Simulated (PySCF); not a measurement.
From one molecule to another.

First species: GeMeBr3, CH3Br3Ge.
SMILES: `[CH3][Ge]([Br])([Br])[Br]`

Second species: GeH6S2Si.
Atom-mapped SMILES: `[SiH3:1][S:2][GeH2:3][SH:4]` (hydrogens: H5, H6, H7 on Si1; H8, H9 on Ge3; H10 on S4)

Levels: CAM-B3LYP/def2-SVPD for dipole moment, HOMO energy, LUMO energy, HOMO–LUMO gap, static isotropic polarisability and electronic spatial extent ⟨r²⟩ about the centre of nuclear charge; TDDFT CAM-B3LYP/def2-SVPD for lowest singlet excitation; TDA CAM-B3LYP/def2-SVPD for lowest triplet excitation (Tamm–Dancoff); ΔSCF CAM-B3LYP/def2-SVPD for vertical ionisation energy; PBE0-D3(BJ)/def2-SVP for rotational constant A and rotational constant C. Geometries: PBE0-D3(BJ)/def2-SVP. Each species is one conformer at its optimised geometry, gas phase, non-relativistic unless stated. Electronic properties by PySCF.

Dipoles, sizes and rotational constants follow the conformer. The torsions of the flexible species, by atom-mapped SMILES:
- `[SiH3:1][S:2][GeH2:3][SH:4]`: Si1–S2–Ge3–S4 46°, H–S4–Ge3–S2 57°

(1) Which of the two has the higher HOMO–LUMO gap, and by how much?

(2) Which has the higher static isotropic polarisability?

(3) Which has the higher T1 energy?

(4) Which has the higher HOMO energy?

(5) Which has the higher rotational constant C?

(6) Which has the higher rotational constant A?

(7) Which of the two has the higher vertical ionisation energy, and by how much?

(8) Which has the higher dipole moment?

Results:

(1) The second: 8.84 eV against 8.73 eV, a difference of 0.11 eV.

(2) The first: 107.3 au against 101.3 au, a difference of 6.0 au.

(3) The second: 5.06 eV against 5.00 eV, a difference of 0.06 eV.

(4) The second: -8.67 eV against -9.72 eV, a difference of 1.05 eV.

(5) The second: 1.049 GHz against 0.465 GHz, a difference of 0.584 GHz.

(6) The second: 2.795 GHz against 0.742 GHz, a difference of 2.053 GHz.

(7) The first: 10.58 eV against 9.39 eV, a difference of 1.19 eV.

(8) The first: 2.43 D against 0.35 D, a difference of 2.08 D.

On the first: The principal polarisabilities are 98.6, 111.6 and 111.7 au; their mean is the isotropic value. The ΔSCF ionisation energy exceeds −ε(HOMO) by 0.86 eV with CAM-B3LYP. The calculation is non-relativistic and has no spin–orbit coupling, an omission that weighs most on bromine and germanium.

On the second: The 10 singlets span 5.53 to 7.36 eV, and their oscillator strengths add up to 0.31. The principal polarisabilities are 85.0, 103.2 and 115.8 au; their mean is the isotropic value. Relativistic effects, spin–orbit coupling among them, are left out although an element past zinc is present.
